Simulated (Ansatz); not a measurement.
## Which is lower?

The two ends of one reaction step of CH$_{6}$GaN, singlet (PBE0-D4/def2-TZVP).

A:

Ga1  (-1.768, -0.452, 0.023)
C2  (1.289, 0.836, -0.051)
N3  (-1.001, -1.962, 0.128)
H4  (1.096, -0.236, 0.021)
H5  (-2.144, 1.028, -0.077)
H6  (2.365, 1.003, -0.061)
H7  (0.863, 1.235, -0.973)
H8  (0.860, 1.355, 0.807)
H9  (-1.560, -2.807, 0.182)
(Å)

B:

| atom | x (Å) | y (Å) | z (Å) |
| --- | --- | --- | --- |
| Ga1 | -0.7376 | 0.1172 | -0.0110 |
| C2 | 0.9060 | 1.1866 | -0.0761 |
| N3 | -0.5791 | -1.6905 | 0.1112 |
| H4 | 0.2984 | -2.1808 | 0.1477 |
| H5 | -2.2043 | 0.6650 | -0.0538 |
| H6 | 1.7974 | 0.5586 | -0.0358 |
| H7 | 0.9409 | 1.7786 | -0.9940 |
| H8 | 0.9389 | 1.8879 | 0.7613 |
| H9 | -1.3603 | -2.3225 | 0.1505 |

Computed with Ansatz 0.2.0 (basis: def2-TZVPP); correlated methods freeze the cores. Filled d shells of the heavier atoms are correlated. The def2 sets are not built for correlating such inner shells, so the correlated values are less sure here. B3LYP uses VWN-RPA correlation.

**Question.** Which structure is lower at CCSD(T), and by how much? (To be estimated.)

**Answer.** Computed: B, by 207.8 kJ/mol (electronic energy, against the other). By their contacts, A is a complex of GaNH₂ ([NH][GaH]) + CH₄ and B is CH₆GaN ([CH3][GaH][NH2]).

All methods give the same order:

| method | E(B) − E(A) (kJ/mol) |
| --- | --- |
| SPW92 | -216.0 |
| PBE-D4 | -190.6 |
| BLYP-D4 | -174.9 |
| r2SCAN-D4 | -206.8 |
| B97M-V | -201.7 |
| PBE0-D4 | -219.9 |
| B3LYP-D4 | -201.2 |
| r2SCAN0-D4 | -228.6 |
| BHLYP-D4 | -232.3 |
| CAM-B3LYP-D4 | -220.4 |
| wB97X-V | -227.9 |
| wB97M-V | -221.9 |
| B2PLYP | -197.8 |
| PBE-QIDH | -227.0 |
| RPA on PBE | -194.2 |
| HF | -253.2 |
| MP2 | -202.6 |
| CCSD | -220.6 |
| CCSD(T) | -207.8 |

The T1 diagnostic stays at or below 0.021.

Labels in which every atom is bracketed show which atoms are joined, not bond orders.

For scale, one of the runs: CCSD(T)/def2-TZVPP, 194 basis functions, launched by `ansatz run in.yaml --threads 4 --pin off --events-out ev --progress --plain --max-ram 9574MiB`. Hardware: 4 CPU threads of an Arm Neoverse V2, shared host. Wall time 32 s; peak host memory 2.2 GiB.
